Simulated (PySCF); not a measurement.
## Radial density of Ni (nickel, neutral)

B97-3, [Ar] 3d9 4s1, high-spin 3D determinant (an excited configuration). Computed with PySCF 2.14 in aug-cc-pVDZ (7s6p4d2f, 59 functions), with no relativity, point nucleus.

```
r (bohr)  4πr²ρ (e/bohr)  4πr²(ρα − ρβ)
0.000960          0.1638         0.0000
 0.00161          0.4466         0.0001
 0.00271           1.188         0.0003
 0.00457           3.030         0.0008
 0.00768           7.204         0.0019
  0.0129           15.22         0.0039
  0.0217           26.45         0.0062
  0.0365           33.66         0.0059
  0.0615           29.18         0.0018
   0.103           28.54         0.0169
   0.174           38.25         0.1021
   0.293           22.59         0.3890
   0.492           17.97         0.9730
   0.828           17.24         0.9234
    1.39           4.868         0.4881
    2.34           1.114         0.4160
    3.94          0.2796         0.1811
    6.63         0.01744         0.0147
    11.1       9.616e-05         0.0001
```
